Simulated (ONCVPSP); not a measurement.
## Configuration tests for Al (Z = 13) (ONCV)

Al, optimised norm-conserving Vanderbilt (ONCV), made with ONCVPSP 4.0.1 (PBE, scalar-relativistic). Core [Ne], reference 3s2 3p1. Waves: 3s: rc 1.80 bohr, ncon 4, nbas 7, qcut 4.1 1/bohr, 2 projectors, debl 1.9 Ha; 3p: rc 2.10 bohr, ncon 3, nbas 6, qcut 4.6 1/bohr, 2 projectors, debl 2.5 Ha. Local part: polynomial inside 1.15 bohr (lpopt 5, dvloc0 -1 Ha). Core correction: Teter function fitted to the true core (icmod 2), fcfact 0.45.

Energies are relative to the spin-unpolarised reference configuration 3s2 3p1; without spin polarisation the order of configurations can differ from experiment.

```json
{"valence configuration": "3s2 3p0", "charge": "+1", "ΔE all-electron (eV)": "5.761", "error AE − PS (meV)": "+0.8"}
{"valence configuration": "3s1 3p0", "charge": "+2", "ΔE all-electron (eV)": "24.987", "error AE − PS (meV)": "+38"}
{"valence configuration": "3s0 3p3", "charge": "0", "ΔE all-electron (eV)": "10.451", "error AE − PS (meV)": "+8.4"}
```

(1) What are ΔE and the potential's error for 3s2 3p0.5?

Levels in the configuration 3s2 3p0.5:

```csv
level,all-electron (eV),pseudo (eV)
3s,-11.094,-11.092
3p,-5.701,-5.701
```

Note: no bound ghost flagged; GHOST(+) flagged for s at 71.6 eV.

Results:

(1) ΔE = 2.086 eV all-electron; the error (AE − PS) is 0.0 meV.
